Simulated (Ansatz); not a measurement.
`O=[CH][InH2]` + CH₃SH → `C[S][InH2]` + `C=O` at 600 K and 1 bar (ligand exchange at the In–C bond).

Computed with Ansatz on PBE0-D4/def2-TZVP structures; ΔE is electronic, products minus reactants. CCSD(T)/CBS is the MP2 limit (def2-TZVPP, def2-QZVPP) plus CCSD(T) − MP2 in def2-TZVPP, frozen cores. This one scheme is used for every species. def2 core potentials past Kr. For In outer-core shells are correlated without core-valence functions, which leaves a few kJ/mol of doubt a bond.

```csv
species,CCSD(T)/CBS energy (Eh),H − E (kJ/mol),S (J/(mol·K))
`O=[CH][InH2]`,-304.76964,117.1,373.2
CH₃SH,-438.22835,152.3,296.8
`C[S][InH2]`,-628.65181,183.5,409.5
`C=O`,-114.39408,92.5,246.7
```

H − E and S are ideal-gas, rigid-rotor, harmonic terms from PBE0-D4/def2-TZVP. 1 Eh = 2625.50 kJ/mol, R = 8.31446 J/(mol·K).

Question: By hand: ΔE, ΔH, ΔS and ΔG.

Answer: ΔE = (-628.65181) + (-114.39408) − (-304.76964) − (-438.22835) = -0.04790 Eh = -125.8 kJ/mol. Δ(H − E) = 183.5 + 92.5 − 117.1 − 152.3 = 6.6, so ΔH = -119.2 kJ/mol. ΔS = 409.5 + 246.7 − 373.2 − 296.8 = -13.8 J/(mol·K). ΔG = -119.2 − 600 × (-13.8)/1000 = -110.9 kJ/mol.

Question: By hand: the equilibrium constant, and the temperature at which ΔG would vanish if ΔH and ΔS stayed fixed.

Answer: log₁₀ K = −ΔG/(RT ln 10) = 9.7. ΔG = 0 at ΔH/ΔS = 8638 K, far beyond where these terms or the molecules hold.

The number of gas molecules stays the same, so ΔS is small and ΔH decides. A doubt of 5 kJ/mol in ΔE shifts log₁₀ K by 0.4 here. Modes under 60 cm⁻¹, often nearly free rotors, make the harmonic entropy too high. These are equilibria of isolated gas molecules and say nothing of rates. Largest T1 diagnostic: 0.017 (customary marks: 0.02 for closed shells, 0.045 for open ones).
